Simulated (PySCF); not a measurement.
Species: C₅H₉Si (charge +1).
Bonds: C1–C2 (triple), C2–C3, C3–Si4, Si4–C5, Si4–C6. Hydrogens: H7 on C1; H8, H9 on C3; H10, H11, H12 on C5; H13, H14, H15 on C6.

The same species was optimised twice, with GFN2-xTB and with PBE0-D3(BJ)/def2-SVP (PySCF), and the same property calculations (PySCF, gas phase) were run on both structures.

| coordinate | GFN2-xTB | PBE0-D3(BJ)/def2-SVP | change |
| --- | --- | --- | --- |
| Si4–C5 (Å) | 1.878 | 1.823 | -0.055 |
| Si4–C6 (Å) | 1.881 | 1.829 | -0.052 |
| C3–Si4 (Å) | 1.898 | 1.852 | -0.046 |
| C1≡C2 (Å) | 1.196 | 1.209 | +0.013 |
| C2–C3 (Å) | 1.455 | 1.448 | -0.007 |
| C2–C3–Si4 (°) | 111.7 | 113.7 | +2.0 |
| C1–C2–C3 (°) | 179.2 | 178.3 | -0.9 |
| C3–Si4–C6 (°) | 118.8 | 119.4 | +0.6 |
| C5–Si4–C6 (°) | 122.0 | 121.6 | -0.4 |
| C3–Si4–C5 (°) | 119.2 | 119.0 | -0.2 |
| C2–C3–Si4–C5 (°) | 28 | 2 | -26 |

Rotational constants: A = 4896, B = 1654, C = 1304 MHz (GFN2-xTB) against A = 5449, B = 1685, C = 1319 MHz (PBE0-D3(BJ)/def2-SVP).

On the GFN2-xTB structure: HOMO (eV) -11.90 [PBE0/pcSseg-1]; LUMO (eV) -7.86 [PBE0/pcSseg-1]; GIAO shielding of C1 (ppm) 96.7 [PBE0/pcSseg-1]; GIAO shielding of C2 (ppm) 118.2 [PBE0/pcSseg-1]; GIAO shielding of C3 (ppm) 158.7 [PBE0/pcSseg-1]; GIAO shielding of Si4 (ppm) -66.4 [PBE0/pcSseg-1]; GIAO shielding of C5/C6 (mean) (ppm) 168.5 [PBE0/pcSseg-1].

Problem. What do these properties become on the PBE0-D3(BJ)/def2-SVP structure?

Solution. 
| property | level | on GFN2-xTB | on PBE0-D3(BJ)/def2-SVP | change |
| --- | --- | --- | --- | --- |
| HOMO (eV) | PBE0/pcSseg-1 | -11.90 | -11.85 | +0.05 |
| LUMO (eV) | PBE0/pcSseg-1 | -7.86 | -7.59 | +0.27 |
| energy, GFN2-xTB geometry as zero (kcal/mol) | PBE0/pcSseg-1 | 0.0 | -3.1 | -3.1 |
| GIAO shielding of C1 (ppm) | PBE0/pcSseg-1 | 96.7 | 94.8 | -1.9 |
| GIAO shielding of C2 (ppm) | PBE0/pcSseg-1 | 118.2 | 117.4 | -0.8 |
| GIAO shielding of C3 (ppm) | PBE0/pcSseg-1 | 158.7 | 159.9 | +1.2 |
| GIAO shielding of Si4 (ppm) | PBE0/pcSseg-1 | -66.4 | -59.0 | +7.4 |
| GIAO shielding of C5/C6 (mean) (ppm) | PBE0/pcSseg-1 | 168.5 | 171.8 | +3.3 |

The heavy atoms differ by 0.231 Å rms after alignment. Among bonds between heavy atoms Si4–C5 changes most (-0.055 Å). Changes are differences of the printed values. Neither structure is proved a minimum here. The structure is a single PBE0-D3(BJ)/def2-SVP conformer in the gas phase; no vibrational or solvent corrections.

Conformer computed: `[CH:1]#[C:2][CH2:3][Si+:4]([CH3:5])[CH3:6]`: C2–C3–Si4–C5 2°.
